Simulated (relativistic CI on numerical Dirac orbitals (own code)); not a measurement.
# Slater and spin-orbit integrals, Kr⁶⁺

These numbers are calculated, not measured: Dirac-Coulomb-Breit CI, orbitals from a KLI potential per configuration, model QED, unscaled Slater integrals (own radial code, finite nucleus).

Slater integrals F^k, G^k are unscaled and averaged over j, outside the closed core [Ar] 3d10; ζ comes from projecting the Hamiltonian with its Breit term on Σ l·s of the shell.

- 4s.4p: G^1(4s,4p) = 93590, ζ(4p) = 5854.1 cm⁻¹; <r>(4s) = 1.368, <r^2>(4s) = 2.105, <r>(4p) = 1.501, <r^2>(4p) = 2.543 (bohr units).
- 4p2: F^2(4p,4p) = 70139, ζ(4p) = 5829.1 cm⁻¹; <r>(4p) = 1.502, <r^2>(4p) = 2.548 (bohr units).
- 4s.4d: G^2(4s,4d) = 53361, ζ(4d) = 437.02 cm⁻¹; <r>(4s) = 1.364, <r^2>(4s) = 2.093, <r>(4d) = 1.834, <r^2>(4d) = 3.827 (bohr units).

In this model ζ of a weakly bound d, f or g electron outside closed shells comes out too small, for d by up to a factor of two or three and at times with the wrong sign; that of an outer p electron is too small as well.

Averages of the first 10 configurations, taken without configuration mixing, which lowers the lowest level and can move excited configurations by several eV; other configurations of the list can lie among them:

| Configuration | Parity | States | Average energy above the lowest level (eV) |
| --- | --- | --- | --- |
| 4s2 | even | 1 | 1.2 |
| 4s.4p | odd | 12 | 16.9 |
| 4p2 | even | 15 | 35.9 |
| 4s.4d | even | 20 | 43.9 |
| 4s.4f | odd | 28 | 65.1 |
| 4d2 | even | 45 | 88.7 |
| 4p.4d | odd | 60 | 61.7 |
| 4s.5s | even | 4 | 54.3 |
| 4f2 | even | 91 | 132.3 |
| 4s.5p | odd | 12 | 61.1 |
